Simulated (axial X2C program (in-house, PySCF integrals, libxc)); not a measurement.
Spin–orbit effects down a group: molecules with Mn, HF

Calculated with an in-house all-electron X2C program for linear molecules (integrals from PySCF), spin-free (one-electron X2C) or two-component (2c: spin–orbit coupling with atomic mean-field Coulomb and Gaunt terms, which also bring small scalar terms), in Dyall basis sets with cores contracted in-house; open shells are unrestricted.

Basis sets: Br dyall-cv3z, Cl dyall-av3z, F dyall-av3z, I dyall-cv3z, Mn dyall-cv3z.

```json
{"molecule": "MnF", "spin-free state": "M_S = 3, Λ = 0", "Re (Å)": "1.863", "ωe (cm⁻¹)": "614.1", "De (eV)": "3.47", "2c state": "Ω = 3", "Re 2c (Å)": "1.864", "ωe 2c (cm⁻¹)": "613.8", "De 2c (eV)": "3.45"}
{"molecule": "MnCl", "spin-free state": "M_S = 3, Λ = 0", "Re (Å)": "2.310", "ωe (cm⁻¹)": "366.7", "De (eV)": "3.13", "2c state": "Ω = 3", "Re 2c (Å)": "2.311", "ωe 2c (cm⁻¹)": "366.5", "De 2c (eV)": "3.06"}
{"molecule": "MnBr", "spin-free state": "M_S = 3, Λ = 0", "Re (Å)": "2.460", "ωe (cm⁻¹)": "273.5", "De (eV)": "2.75", "2c state": "Ω = 3", "Re 2c (Å)": "2.461", "ωe 2c (cm⁻¹)": "273.1", "De 2c (eV)": "2.59"}
{"molecule": "MnI", "spin-free state": "M_S = 3, Λ = 0", "Re (Å)": "2.684", "ωe (cm⁻¹)": "224.3", "De (eV)": "2.28", "2c state": "Ω = 3", "Re 2c (Å)": "2.687", "ωe 2c (cm⁻¹)": "223.2", "De 2c (eV)": "1.98"}
```

Question: Work out the shifts from the spin-free to the two-component result.

Answer: 

| molecule | 2c state | ΔRe (Å) | Δωe (cm⁻¹) | ΔDe (eV) |
| --- | --- | --- | --- | --- |
| MnF | Ω = 3 | 0.001 | -0.3 | -0.02 |
| MnCl | Ω = 3 | 0.001 | -0.2 | -0.07 |
| MnBr | Ω = 3 | 0.001 | -0.4 | -0.16 |
| MnI | Ω = 3 | 0.003 | -1.1 | -0.30 |

Shifts of one unit in the last digit are rounding.

Each entry is the lowest single determinant of a limited PBE0 search at one distance. De goes to single-determinant-based atoms at the same level (for ions the charge split of lowest energy) and is withheld (n/a) where an atom does not fit its ground term or J level. Main or longest-lived isotopes. One determinant is a doubtful description, or other states lie close, for MnF, MnCl, MnBr, MnI; these need not be ground states, and all values refer to the states named. Some open-shell Ω = 0 determinants are out of reach, so the Ω given for MnF, MnCl, MnBr, MnI need not be the lowest component. With several unpaired electrons the Ω given is that of one determinant, not necessarily of the lowest component.
